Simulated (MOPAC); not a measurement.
MOPAC input (PM6):

```
PM6 FORCE THERMO(298,298) PRECISE LET GEO-OK AUX(PRECISION=9) THREADS=1
C4H10Se

C    -1.42876984 1    2.39554678 1    0.46797536 1
C    -1.09640468 1    0.94004413 1    0.09047080 1
C    -1.98153575 1   -0.01932109 1    0.89517606 1
C     0.39949907 1    0.69040508 1    0.33630039 1
Se    1.00018448 1   -0.96596062 1   -0.53639138 1
H    -2.48900030 1    2.61321326 1    0.29874358 1
H    -1.22081963 1    2.59908350 1    1.52348826 1
H    -0.85163625 1    3.10892659 1   -0.12887600 1
H    -1.33185957 1    0.81539278 1   -0.99777159 1
H    -1.75310413 1    0.01726305 1    1.96594271 1
H    -1.86685168 1   -1.06059547 1    0.57554390 1
H    -3.04185742 1    0.23275352 1    0.78040320 1
H     0.59812684 1    0.64450337 1    1.42283422 1
H     0.98600725 1    1.54599076 1   -0.04666153 1
H     2.40961135 1   -0.72072291 1   -0.20595649 1
```

Output:

```
 *******************************************************************************
 **                                                                           **
 **                              MOPAC v23.2.5                                **
 **                                                                           **
 *******************************************************************************
 ** MOPAC's Digital Object Identifier: https://doi.org/10.5281/zenodo.6511958 **
 **                                                                           **
 ** Please cite the open-source release paper for use of this MOPAC version:  **
 ** J. E. Moussa and J. J. P. Stewart (2026)                                  **
 ** MOPAC: An open-source semiempirical molecular orbital program             **
 ** J. Open Source Softw., 11(119), 8025, https://doi.org/10.21105/joss.08025 **
 *******************************************************************************

                              PM6 CALCULATION RESULTS

 *******************************************************************************
 *  PM6        - The PM6 Hamiltonian to be used
 *  GEO-OK     - OVERRIDE INTERATOMIC DISTANCE AND OTHER SAFETY CHECKS
 *  LET        - OVERRIDE SOME SAFETY CHECKS
 *  PRECISE    - TIGHTER CRITERIA TO BE USED
 *  FORCE      - FORCE CALCULATION SPECIFIED
 *  AUX        - OUTPUT AUXILIARY INFORMATION
 *  THERMO     - THERMODYNAMIC QUANTITIES TO BE CALCULATED
 *******************************************************************************
PM6 FORCE THERMO(298,298) PRECISE LET GEO-OK AUX(PRECISION=9) THREADS=1
 C4H10Se

   ATOM   CHEMICAL          X               Y               Z
  NUMBER   SYMBOL      (ANGSTROMS)     (ANGSTROMS)     (ANGSTROMS)

     1       C         -1.42876984  *   2.39554678  *   0.46797536  *
     2       C         -1.09640468  *   0.94004413  *   0.09047080  *
     3       C         -1.98153575  *  -0.01932109  *   0.89517606  *
     4       C          0.39949907  *   0.69040508  *   0.33630039  *
     5      Se          1.00018448  *  -0.96596062  *  -0.53639138  *
     6       H         -2.48900030  *   2.61321326  *   0.29874358  *
     7       H         -1.22081963  *   2.59908350  *   1.52348826  *
     8       H         -0.85163625  *   3.10892659  *  -0.12887600  *
     9       H         -1.33185957  *   0.81539278  *  -0.99777159  *
    10       H         -1.75310413  *   0.01726305  *   1.96594271  *
    11       H         -1.86685168  *  -1.06059547  *   0.57554390  *
    12       H         -3.04185742  *   0.23275352  *   0.78040320  *
    13       H          0.59812684  *   0.64450337  *   1.42283422  *
    14       H          0.98600725  *   1.54599076  *  -0.04666153  *
    15       H          2.40961135  *  -0.72072291  *  -0.20595649  *

          CARTESIAN COORDINATES

    NO.       ATOM           X           Y           Z

     1         C         -1.4288      2.3955      0.4680
     2         C         -1.0964      0.9400      0.0905
     3         C         -1.9815     -0.0193      0.8952
     4         C          0.3995      0.6904      0.3363
     5        Se          1.0002     -0.9660     -0.5364
     6         H         -2.4890      2.6132      0.2987
     7         H         -1.2208      2.5991      1.5235
     8         H         -0.8516      3.1089     -0.1289
     9         H         -1.3319      0.8154     -0.9978
    10         H         -1.7531      0.0173      1.9659
[...]
 REDUCED MASS        0.2815         C  3 -- H 10         +11.5% ( 34.9%)     95.0%
 EFFECTIVE MASS      1.4665
 FORCE CONSTANT      1.2086

 VIBRATION         36   36A           ATOM PAIR      ENERGY CONTRIBUTION    RADIAL
 FREQUENCY          2706.40         C  1 -- H  7         +28.7% ( 54.8%)     99.5%
 TRANSITION DIPOLE   0.7898         C  3 -- H 10         +20.8% ( 46.6%)     99.5%
 TRAVEL (Ang.)       0.3694         C  2 -- H  9         +15.8% ( 40.6%)    100.0%
 REDUCED MASS        0.1826         C  1 -- H  8         +11.9% ( 35.3%)     91.0%
 EFFECTIVE MASS      1.4535
 FORCE CONSTANT      0.7879

 VIBRATION         37   37A           ATOM PAIR      ENERGY CONTRIBUTION    RADIAL
 FREQUENCY          2726.72         C  4 -- H 13         +50.5% ( 70.0%)     97.2%
 TRANSITION DIPOLE   0.6546         C  4 -- H 14         +43.9% ( 65.2%)     96.3%
 TRAVEL (Ang.)       0.2363         C  2 -- H  9          +2.7% ( 16.1%)     97.8%
 REDUCED MASS        0.4429         C  1 -- H  6          +0.7% (  8.4%)     98.2%
 EFFECTIVE MASS      1.2584
 FORCE CONSTANT      1.9400

 VIBRATION         38   38A           ATOM PAIR      ENERGY CONTRIBUTION    RADIAL
 FREQUENCY          2790.64         C  1 -- H  7         +24.6% ( 47.7%)     96.0%
 TRANSITION DIPOLE   0.4693         C  1 -- H  8         +23.9% ( 47.1%)     95.7%
 TRAVEL (Ang.)       0.3508         C  1 -- H  6         +23.8% ( 47.0%)     95.8%
 REDUCED MASS        0.1964         C  3 -- H 11          +9.4% ( 29.5%)     96.1%
 EFFECTIVE MASS      1.1341
 FORCE CONSTANT      0.9011

 VIBRATION         39   39A           ATOM PAIR      ENERGY CONTRIBUTION    RADIAL
 FREQUENCY          2793.04         C  3 -- H 10         +25.0% ( 48.1%)     95.8%
 TRANSITION DIPOLE   0.3616         C  3 -- H 12         +24.0% ( 47.1%)     95.5%
 TRAVEL (Ang.)       0.3509         C  3 -- H 11         +23.3% ( 46.5%)     95.7%
 REDUCED MASS        0.1961         C  1 -- H  7          +9.6% ( 29.9%)     95.8%
 EFFECTIVE MASS      1.1441
 FORCE CONSTANT      0.9013

      SYMMETRY NUMBER FOR POINT-GROUP C1  =  1

          SYSTEM IS A GROUND STATE

 C4H10Se

          MOLECULE IS NOT LINEAR

          THERE ARE 39 GENUINE VIBRATIONS IN THIS SYSTEM
          THIS THERMODYNAMICS CALCULATION IS LIMITED TO
          MOLECULES WHICH HAVE NO INTERNAL ROTATIONS

                    CALCULATED THERMODYNAMIC PROPERTIES
                                          *
   TEMP. (K)   PARTITION FUNCTION   H.O.F.    ENTHALPY  HEAT CAPACITY ENTROPY
                                   KCAL/MOL   CAL/MOLE    CAL/K/MOL  CAL/K/MOL

 298.00  VIB.     0.1891D+03                  3186.0847    20.3620    21.1092
         ROT.     0.2511D+06                   888.2803     2.9808    27.6887
         INT.     0.4748D+08                  4074.3650    23.3428    48.7979
         TRA.     0.1552D+28                  1480.4672     4.9680    40.6560
         TOT.                      -18.852    5554.8322    28.3108    89.4539

   *: NOTE: HEATS OF FORMATION ARE RELATIVE TO THE
            ELEMENTS IN THEIR STANDARD STATE AT 298K
              (=  Standard Enthalpy of Formation).

            Hvib:  Zero-point energy is not included.
                   frequencies of less than zero cm-1 are not included.
            Hrot = (3/2)RT
            Htra = (3/2)RT + pV = (5/2)RT

            Heat capacity is Cp, not Cv

          For more information, see: HTTP://OpenMOPAC.net/Manual/thermochemistry.html

           FORCE CONSTANT IN CARTESIAN COORDINATES (Millidynes/A)

    ATOM   CHEMICAL       X               Y               Z
   NUMBER   SYMBOL  FORCE CONSTANT  FORCE CONSTANT  FORCE CONSTANT

      1       C        6.910309        6.473189        6.371914
      2       C        7.188703        7.508904        7.178633
      3       C        6.553445        6.931655        6.378654
      4       C        5.272327        6.118537        6.446549
      5      Se        3.568066        1.624615        2.992501
      6       H        1.198808        1.445314        2.744142
      7       H        1.232944        1.204494        2.967924
      8       H        1.220359        3.624554        0.543608
      9       H        1.121816        1.444297        3.108433
     10       H        0.737117        1.539419        3.128827
     11       H        4.092880        0.730091        0.571933
     12       H        1.133396        1.713676        2.547403
     13       H        0.719899        1.525011        3.122930
     14       H        1.602273        3.092991        0.677794
     15       H        0.373775        1.215267        2.454809

 **********************
 *                    *
 * JOB ENDED NORMALLY *
 *                    *
 **********************

 == MOPAC DONE ==
```
